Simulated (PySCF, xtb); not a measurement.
triaminosilyl (H6N3Si), SMILES N[Si](N)N, multiplicity 2.

The structure is a stationary point at B3LYP-D3(BJ)/def2-SVP. One conformer was computed; it need not be the lowest.

These are IEF-PCM-M06-2X/def2-SVP (PySCF) values and carry that method's errors.

The values are the electrostatic part of the solvation free energy, E(continuum) − E(gas) at the gas-phase geometry, in a cavity of scaled van der Waals radii (PySCF's table); cavitation and dispersion terms are not included. The dipole moment in vacuum is 0.91 D.

```
solvent            ε  ΔG(elec) (kcal/mol)  dipole (D)
-------------  -----  -------------------  ----------
water          78.36                 -6.7        1.19
n-hexane        1.88                 -2.3        0.98
cyclohexanone  15.62                 -6.1        1.15
```

For comparison, GFN2-xTB/ALPB(water) (xtb, at the GFN2-xTB geometry, all terms of that model) gives -4.7 kcal/mol.
